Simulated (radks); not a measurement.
The mercury ion Hg+ inside a hard spherical wall (all orbitals vanish at R), configuration held at [Xe] 4f14 5d10 6s1 and not refilled when levels cross. Calculated with a radial shooting solver on a logarithmic mesh with Libxc functionals: scalar-relativistic Kohn-Sham, r2SCAN, spin-polarised, spherical densities, finite nucleus; open shells are filled with parallel spins first (spin-orbit coupling, left out, can overturn this in heavy ions); meta-GGA in the generalised Kohn-Sham scheme; Fermi nuclear charge, rms radius 5.4648 fm. Eigenvalues in eV for spin up, with the zero of energy where the potential of the charges vanishes at infinity; a dash marks a level that is unbound or too diffuse for the functional's potential to be trusted. A positive occupied level is held by the wall or, in an anion where self-interaction has pushed it up, behind a barrier. The pressure on the wall is -dE/dV.

R (bohr) = free: E (hartree) -19619.8618; kinetic (hartree) 22012.628; e(4f) -105.97; e(5p) -77.410; e(5d) -19.359; e(6s) -15.405; e(6p, empty) -7.378; e(7s, empty) -; pressure (GPa) 0
R (bohr) = 20: E (hartree) -19619.8618; kinetic (hartree) 22012.628; e(4f) -105.97; e(5p) -77.410; e(5d) -19.359; e(6s) -15.405; e(6p, empty) -7.378; e(7s, empty) -; pressure (GPa) < 0.0001
R (bohr) = 15: E (hartree) -19619.8618; kinetic (hartree) 22012.628; e(4f) -105.97; e(5p) -77.410; e(5d) -19.359; e(6s) -15.405; e(6p, empty) -7.378; e(7s, empty) -; pressure (GPa) < 0.0001
R (bohr) = 12: E (hartree) -19619.8618; kinetic (hartree) 22012.628; e(4f) -105.97; e(5p) -77.410; e(5d) -19.359; e(6s) -15.405; e(6p, empty) -7.377; e(7s, empty) -2.541; pressure (GPa) < 0.0001
R (bohr) = 10: E (hartree) -19619.8618; kinetic (hartree) 22012.628; e(4f) -105.97; e(5p) -77.410; e(5d) -19.359; e(6s) -15.405; e(6p, empty) -7.372; e(7s, empty) -2.069; pressure (GPa) < 0.0001
R (bohr) = 6: E (hartree) -19619.8581; kinetic (hartree) 22012.668; e(4f) -105.83; e(5p) -77.280; e(5d) -19.242; e(6s) -15.257; e(6p, empty) -6.717; e(7s, empty) 4.816; pressure (GPa) 0.448
R (bohr) = 3: E (hartree) -19618.7911; kinetic (hartree) 22018.371; e(4f) -94.983; e(5p) -68.020; e(5d) -10.151; e(6s) 1.285; e(6p, empty) 19.666; e(7s, empty) 92.257; pressure (GPa) 581
